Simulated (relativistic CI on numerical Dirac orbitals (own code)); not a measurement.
Method of calculation: Dirac-Coulomb-Breit CI, orbitals from a KLI potential per configuration, a model potential for QED, unscaled Slater integrals (own radial code, finite nucleus).

Configurations in the expansion (outside the closed core [Ar]): 3d10.4s2, 3d10.4s.4p, 3d10.4p2, 3d10.4s.4d, 3d10.4d2, 3d10.4s.4f, 3d10.4p.4d, 3d10.4f2, 3d10.4p.4f, 3d10.4d.4f, 3d10.4s.5s, 3d10.4s.5p, 3d10.4s.5d, 3d10.4s.5f, 3d10.4s.5g, 3d10.4s.6s, 3d10.4s.6p, 3d10.4s.6d, 3d10.4s.6f, 3d10.4s.7s, 3d9.4s2.4p, 3d9.4s2.4d, 3d9.4s2.4f, 3d9.4s2.5s, 3d9.4s2.5p, 3d9.4s2.5d. Double excitations out of closed p, d and f shells are left out; levels of such configurations are missing from the list, as are those of other unlisted configurations, and high levels can miss mixing partners. These lack a partner that the ground configuration has and come out too high: 3d9.4s2.4p, 3d9.4s2.4d, 3d9.4s2.4f, 3d9.4s2.5s, 3d9.4s2.5p.

At this charge energies of transitions that change n are usually good to better than 1 %, and those within a shell (Δn = 0) to a few per cent.

Outline of the computed level scheme of Cs XXVI. Lowest level of each configuration: 3d10.4s2 1S_0 at 0.000 eV; 3d10.4s.4p 3P°_0 at 47.565 eV; 3d10.4p2 3P_0 at 110.731 eV; 3d10.4s.4d 3D_1 at 161.317 eV; 3d10.4p.4d 3F°_2 at 211.543 eV; 3d10.4s.4f 3F°_2 at 263.572 eV; 3d10.4p.4f 3G_3 at 316.341 eV; 3d10.4d2 3F_2 at 328.546 eV.

Some strong electric-dipole decays among the lowest 45 levels: 3d10.4s.4f 1F°_3 → 3d10.4s.4d 1D_2 (2.7e+11 s⁻¹); 3d10.4p.4d 3D°_1 → 3d10.4p2 3P_0 (2.5e+11 s⁻¹); 3d10.4s.4d 1D_2 → 3d10.4s.4p 1P°_1 (2.3e+11 s⁻¹); 3d10.4d2 3F_2 → 3d10.4p.4d 3D°_1 (2.3e+11 s⁻¹); 3d10.4p.4f 3F_4 → 3d10.4p.4d 3D°_3 (2.2e+11 s⁻¹); 3d10.4p.4d 3D°_3 → 3d10.4p2 1D_2 (2.1e+11 s⁻¹); 3d10.4s.4f 3F°_4 → 3d10.4s.4d 3D_3 (1.9e+11 s⁻¹); 3d10.4p.4d 1F°_3 → 3d10.4p2 3P_2 (1.8e+11 s⁻¹).

LS names give the leading component of a level, which can be under half, so a name can repeat, a term be missing and a line seem to break the LS rules.
